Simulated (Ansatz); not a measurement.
Computed with Ansatz on PBE0-D4/def2-TZVP structures; ΔE is electronic, products minus reactants. CCSD(T)/CBS adds triple-zeta CCSD(T) − MP2 to the extrapolated MP2 energy (def2 sets, frozen cores). This one scheme is used for every species. Functionals use def2-TZVPP. Each species was taken in one conformer, which may not be the lowest.

Consider the ligand exchange at the Si–O bond: `O[Si](O)(F)F` + H–F → `O[Si](F)(F)F` + H₂O.

`O[Si](O)(F)F`:

Cartesian coordinates in Å:
```
O -0.957 1.159 -0.177
Si 0.144 0.017 0.092
O -0.353 -1.316 -0.660
F 1.579 0.434 -0.429
F 0.328 -0.206 1.649
H -1.037 1.881 0.446
H 0.296 -1.970 -0.920
```

H–F:

Z-matrix (Å, degrees):
```
F
H 1 0.920
```

`O[Si](F)(F)F`:

```xyz
6

O    -0.636   -0.375   -1.038
Si    0.302    0.077    0.183
F     0.138   -0.853    1.440
F    -0.002    1.543    0.661
F     1.786    0.005   -0.308
H    -1.588   -0.397   -0.936
```

H₂O:

```xyz
3

O    -0.328   -0.042    0.205
H    -0.244    0.084   -0.742
H     0.572   -0.042    0.537
```

Task: Is it downhill or uphill in electronic energy at CCSD(T)/CBS, and by how much? (Estimate.)

Result: The calculation gave: Downhill: ΔE = -8.8 kcal/mol.

Task: What do these levels give: ωB97M-V, PBE, r2SCAN0, SCS-MP2/def2-TZVPP, HF/CBS(def2), CCSD/CBS(def2)? (Estimate.)

Result: Computed: ωB97M-V -8.5, PBE -8.5, r2SCAN0 -8.7, SCS-MP2/def2-TZVPP -8.8, HF/CBS(def2) -10.4, CCSD/CBS(def2) -9.0 kcal/mol.

Largest T1 diagnostic among the species: 0.011.

At CCSD(T), def2-SVP lies +0.9 kcal/mol from the extrapolated value and def2-TZVPP +0.1 kcal/mol. Leaving LDA and LC-ωPBE aside and taking each functional with its dispersion term where it has one, the values, not all of them listed here, spread over 2.0 kcal/mol, from B97M-V to revPBE-D4. LDA lies +1.1 kcal/mol from PBE without D4.
